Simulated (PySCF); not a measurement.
AlAs₂H₅. Atoms are numbered in the order given.

```xyz
8

Al     0.0000     0.0000    -0.9950
As     2.1265     0.0614     0.2136
H      2.6694    -1.1124    -0.6063
H      1.5813    -0.8462     1.3182
As    -2.1265    -0.0614     0.2136
H     -2.6694     1.1124    -0.6063
H     -1.5813     0.8462     1.3182
H      0.0000     0.0000    -2.5833
```
Charge 0, spin multiplicity 1.

Coordinates come from a B3LYP-D3(BJ)/def2-SVP optimisation. The structure was generated by enumeration; whether it is a known compound was not checked.

These are PySCF with B3LYP/def2-TZVPD values and carry that method's errors.

The molecule is in vacuum.

- total energy: -4717.32243 hartree
- point group: C2
- highest occupied level: -6.70 eV
- lowest empty level: -1.86 eV
- orbital gap: 4.84 eV
- dipole moment: 0.21 D
- quadrupole, principal values (traceless, Buckingham form, about the centre of nuclear charge): -6.02, -0.09, 6.11 D·Å
- mean static polarisability: 105.4 bohr³ (15.62 Å³)
- polarisability, principal values: 81.7, 96.1, 138.4 bohr³
